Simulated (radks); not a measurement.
The numbers below are computed, except where a source is named.
Effect of the nuclear size on neutral manganese, [Ar] 3d5 4s2. Level of theory: Dirac Kohn-Sham, relativistic LDA (MacDonald-Vosko exchange, VWN5 correlation), spin-unpolarised, spherical densities, finite nucleus; open shells are shared between the two j in proportion to 2j + 1; Fermi nuclear charge, rms radius 3.7057 fm (a radial shooting solver on a logarithmic mesh with Libxc functionals). The rms radius is varied about that value; shifts are against it.

| rms radius (fm) | total energy shift (eV) | density at nucleus (e/bohr^3) | 1s1/2 shift (meV) | 2s1/2 shift (meV) | 3s1/2 shift (meV) |
|---|---|---|---|---|---|
| 2.9757 | -0.0322 | 1.316e+04 | -13.6 | -1.20 | -0.167 |
| 3.5723 | -0.00640 | 1.306e+04 | -2.70 | -0.239 | -0.033 |
| 3.7057 | 0 | 1.304e+04 | 0.000 | 0.000 | 0.000 |
| 3.8206 | 0.00569 | 1.303e+04 | 2.40 | 0.212 | 0.029 |
| 4.1874 | 0.0250 | 1.298e+04 | 10.5 | 0.932 | 0.129 |

Slopes of the eigenvalues against <r^2> in GHz/fm^2, as finite differences over the two radii next to the reference (eigenvalue slopes, not the field-shift constants of lines): 1s1/2 673, 2s1/2 59.5, 3s1/2 8.24.
